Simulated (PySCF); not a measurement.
A run for PySCF: R-MP2/6-31G* on N-methylmethanimine (SMILES C=NC), a point of a bond scan (R = 2.184 Å).

```python
from pyscf import gto, scf, dft, mp
from pyscf.data.elements import chemcore

mol = gto.M(
    atom='''
    C     1.09069108   -0.37559261   -0.00393688
    N    -0.03957995    0.49981348    0.22469474
    C    -1.18031655    0.10627319   -0.13438406
    H     2.55329610    0.66596093   -1.24756676
    H     1.57679907   -0.58337547    0.95167335
    H     0.82081943   -1.32611686   -0.48490084
    H    -1.36081453   -0.86665491   -0.61180338
    H    -2.04398507    0.74818524    0.02784514
    ''',
    basis='6-31g*',
    cart=True,
    charge=0, spin=0, verbose=3, max_memory=1800)
mf = scf.RHF(mol)
mf.conv_tol = 1e-8
mf.max_cycle = 100
mf.kernel()
if not mf.converged:
    mf = mf.newton().run(mf.mo_coeff, mf.mo_occ)
pt = mp.MP2(mf, frozen=chemcore(mol)).run()
```

Program output:

```
converged SCF energy = -132.883402379961
E(RMP2) = -133.320608845793  E_corr = -0.437206465832196
E(SCS-RMP2) = -133.319810317142  E_corr = -0.436407937181126
```

The run converged.

Cost: roughly 0.3 core-seconds.
